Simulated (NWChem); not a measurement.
System: C2H6Ge; SMILES [GeH3][CH]=C

Program: NWChem. Pople sets run with spherical d functions. Each level has its own optimisation; frequencies are unscaled. Brackets give each atom's bonded neighbours.

| level | r C–Ge (Å) | r Ge–H (Å) | r C–C (Å) | r C–H [C(CGeH)–H(C)] (Å) | highest harmonic frequency (cm⁻¹) | lowest (cm⁻¹) | zero-point energy (kcal/mol) | dipole (D) |
|---|---|---|---|---|---|---|---|---|
| B3LYP/3-21G | 1.929 | 1.546 | 1.332 | 1.089 | 3214 | 131 | 41.0 | 0.61 |
| B3LYP/6-31G* | 1.950 | 1.547 | 1.336 | 1.090 | 3216 | 122 | 40.8 | 0.67 |
| PBE-D3(BJ)/def2-SVP | 1.951 | 1.552 | 1.346 | 1.105 | 3140 | 120 | 39.6 | 0.59 |
